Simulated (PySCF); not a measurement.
Computed properties of C2H6S2Te, SMILES CS[Te]SC

Te(SMe)2 (C₂H₆S₂Te), SMILES CS[Te]SC. Geometry optimised at B3LYP-D3(BJ)/def2-SVP. The def2 effective core potentials stand for the cores of Te; spin–orbit coupling is left out. One conformer was computed; it need not be the lowest. All values are computed for the isolated molecule unless a solvent is named; none is compared with measurement here.

**Structure.** The optimised structure has Cs symmetry. All 27 harmonic modes at B3LYP-D3(BJ)/def2-SVP (PySCF) are real, so it is a minimum. With heavy atoms numbered as in [Te:1]([S:2][CH3:3])[S:7][CH3:8], the shortest bond between them is S2–C3 at 1.833 Å and the longest Te1–S7 at 2.430 Å.

**Vibrations.** The strongest infrared lines (harmonic, unscaled, degenerate partners summed) lie at 3040 cm⁻¹ (28 km/mol, H 98 %), 324 cm⁻¹ (25 km/mol, S 75 %, Te 22 %), 958 cm⁻¹ (19 km/mol, H 79 %, C 18 %). The softest mode is at 53 cm⁻¹ and the zero-point energy is 48.5 kcal/mol.

**Electronic structure.** r2SCAN/def2-TZVP (PySCF) places the frontier levels at -5.70 and -2.35 eV, a gap of 3.35 eV, and gives a dipole moment of 2.92 D and a mean polarisability of 107.8 bohr³. PBE/def2-TZVP (PySCF) at the same geometry gives -5.46 and -2.47 eV, so its gap is 0.36 eV narrower. An orbital gap is neither the optical nor the fundamental gap.

**Excitations.** TDDFT-B3LYP/def2-SVPD (PySCF) has S1 at 3.35 eV (370 nm, f = 0.003, weak); the most intense of the 10 singlets computed lies at 4.61 eV (f = 0.09). T1 (TDA) is at 2.72 eV. TDDFT-PBE/def2-SVPD (PySCF) puts S1 at 3.21 eV. No vertical singlet excitation falls in the visible range (under 3.1 eV).
